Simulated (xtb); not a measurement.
xtb input (GFN2-xTB):

```bash
xtb mol.xyz --gfn 2 --sp --chrg 0 --uhf 0
```
mol.xyz:
```
11

Si     2.20449668     0.22412490     0.05261969
C      0.33264294     0.21072092     0.07134900
N     -0.39688624     1.23114657     0.44628403
C     -1.73269111     0.96065833     0.36612417
C     -2.05257810    -0.29002441    -0.07815081
S     -0.62241647    -1.16845932    -0.41099914
H      2.71847024     0.46701343     1.41744631
H      2.68985890     1.28272279    -0.85826416
H      2.65982535    -1.10007151    -0.42775204
H     -2.44773688     1.72004105     0.64730845
H     -3.03074627    -0.71826025    -0.21935036
```

End of the output:

```
         :::::::::::::::::::::::::::::::::::::::::::::::::::::
         ::                     SUMMARY                     ::
         :::::::::::::::::::::::::::::::::::::::::::::::::::::
         :: total energy             -16.850097463258 Eh    ::
         :: gradient norm              0.038161651617 Eh/a0 ::
         :: HOMO-LUMO gap              3.242594567811 eV    ::
         ::.................................................::
         :: SCC energy               -17.045472189154 Eh    ::
         :: -> isotropic ES            0.019894824112 Eh    ::
         :: -> anisotropic ES          0.004022073919 Eh    ::
         :: -> anisotropic XC          0.011028467059 Eh    ::
         :: -> dispersion             -0.009267055187 Eh    ::
         :: repulsion energy           0.195374725896 Eh    ::
         :: add. restraining           0.000000000000 Eh    ::
         :: total charge               0.000000000000 e     ::
         :::::::::::::::::::::::::::::::::::::::::::::::::::::

           -------------------------------------------------
          |                Property Printout                |
           -------------------------------------------------

    * Orbital Energies and Occupations

         #    Occupation            Energy/Eh            Energy/eV
      -------------------------------------------------------------
         1        2.0000           -0.7408645             -20.1599
       ...           ...                  ...                  ...
         4        2.0000           -0.6163866             -16.7727
         5        2.0000           -0.5786454             -15.7457
         6        2.0000           -0.5449179             -14.8280
         7        2.0000           -0.5252806             -14.2936
         8        2.0000           -0.5057736             -13.7628
         9        2.0000           -0.4867958             -13.2464
        10        2.0000           -0.4646042             -12.6425
        11        2.0000           -0.4388967             -11.9430
        12        2.0000           -0.4361443             -11.8681
        13        2.0000           -0.4300864             -11.7032
        14        2.0000           -0.4224487             -11.4954
        15        2.0000           -0.3999672             -10.8837
        16        2.0000           -0.3880677             -10.5599 (HOMO)
        17                         -0.2689045              -7.3173 (LUMO)
        18                         -0.2127452              -5.7891
        19                         -0.2033904              -5.5345
        20                         -0.1883932              -5.1264
        21                         -0.1828549              -4.9757
        22                         -0.1696503              -4.6164
        23                         -0.1203238              -3.2742
        24                         -0.0804614              -2.1895
        25                         -0.0804291              -2.1886
        26                         -0.0018453              -0.0502
        27                          0.0267856               0.7289
       ...                                ...                  ...
        39                          0.6634703              18.0539
      -------------------------------------------------------------
                  HL-Gap            0.1191632 Eh            3.2426 eV
             Fermi-level           -0.3284861 Eh           -8.9386 eV

     #   Z          covCN         q      C6AA      α(0)
     1  14 Si       3.671     0.451    98.570    19.025
     2   6 C        2.894    -0.003    28.105     8.692
     3   7 N        1.967    -0.243    27.174     7.731
     4   6 C        3.164     0.036    26.860     8.470
     5   6 C        2.913    -0.025    28.637     8.775
     6  16 S        2.327    -0.048   143.035    20.129
     7   1 H        0.914    -0.080     4.905     3.464
     8   1 H        0.914    -0.080     4.905     3.464
     9   1 H        0.913    -0.090     5.218     3.573
    10   1 H        0.926     0.039     2.466     2.456
    11   1 H        0.926     0.043     2.405     2.425

 Mol. C6AA /au·bohr⁶  :       2763.022403
 Mol. C8AA /au·bohr⁸  :      96181.006866
 Mol. α(0) /au        :         88.204371

Wiberg/Mayer (AO) data.
largest (>0.10) Wiberg bond orders for each atom

 ---------------------------------------------------------------------------
     #   Z sym  total        # sym  WBO       # sym  WBO       # sym  WBO
 ---------------------------------------------------------------------------
     1  14 Si   3.610 --     9 H    0.899     8 H    0.896     7 H    0.896
                             2 C    0.863
     2   6 C    3.905 --     3 N    1.629     6 S    1.182     1 Si   0.863
                             5 C    0.105
     3   7 N    3.123 --     2 C    1.629     4 C    1.277     6 S    0.159
     4   6 C    3.980 --     5 C    1.609     3 N    1.277    10 H    0.961
     5   6 C    3.952 --     4 C    1.609     6 S    1.215    11 H    0.969
                             2 C    0.105
     6  16 S    2.673 --     5 C    1.215     2 C    1.182     3 N    0.159
     7   1 H    0.994 --     1 Si   0.896
     8   1 H    0.994 --     1 Si   0.896
     9   1 H    0.992 --     1 Si   0.899
    10   1 H    0.998 --     4 C    0.961
    11   1 H    0.997 --     5 C    0.969
 ---------------------------------------------------------------------------

Topologies differ in total number of bonds
Writing topology from bond orders to xtbtopo.mol

molecular dipole:
                 x           y           z       tot (Debye)
 q only:        0.403      -0.202      -0.077
   full:       -0.181      -0.264      -0.092       0.846
molecular quadrupole (traceless):
                xx          xy          yy          xz          yz          zz
 q only:        4.817       0.262      -3.033       0.013      -0.518      -1.784
  q+dip:        4.942       0.222      -3.659       0.006      -0.980      -1.283
   full:        5.744       0.151      -4.713      -0.024      -1.516      -1.031

           -------------------------------------------------
Note: The following floating-point exceptions are signalling: IEEE_UNDERFLOW_FLAG IEEE_DENORMAL
normal termination of xtb
          | TOTAL ENERGY              -16.850097463258 Eh   |
          | GRADIENT NORM               0.038161651617 Eh/α |
          | HOMO-LUMO GAP               3.242594567811 eV   |
           -------------------------------------------------

------------------------------------------------------------------------
------------------------------------------------------------------------
 total:
 SCF:
```
